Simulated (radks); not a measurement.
Fractional charge and spin in the 6s shell of barium: the spin-up occupation runs from 0 to 1 and the spin-down occupation from 0 to 1; the fullest corner is Ba, [Xe] 6s(up 1, down 1). All-electron calculation, scalar-relativistic Kohn-Sham, PBE, spin-polarised, spherical densities, finite nucleus; Fermi nuclear charge, rms radius of each element as measured or else 0.836 A^(1/3) + 0.57 fm. Program: a radial shooting solver on a logarithmic mesh with Libxc functionals. Energy (eV) minus the two flat planes that join the four corners (they meet along the diagonal where the two added fractions sum to one electron); zero is where a piecewise linear energy would lie.

down \ up       0    0.25     0.5    0.75       1
0           0.000  -0.438  -0.579  -0.430   0.000
0.25       -0.438  -0.532  -0.346   0.119  -0.378
0.5        -0.579  -0.346   0.157  -0.305  -0.503
0.75       -0.430   0.119  -0.305  -0.466  -0.374
1           0.000  -0.378  -0.503  -0.374   0.000

Corners above the fullest one (they belong to Ba+ and the next ion): (up 1, down 0) 5.205 eV, (up 0, down 1) 5.205 eV, (up 0, down 0) 15.343 eV. With half an added electron in each spin the energy lies 0.157 eV from the planes (fractional-spin error, the static-correlation error of a stretched bond), and with half an added electron in spin up alone -0.579 eV (fractional-charge error). For a frontier s shell over closed shells the exact functional lies on the planes.
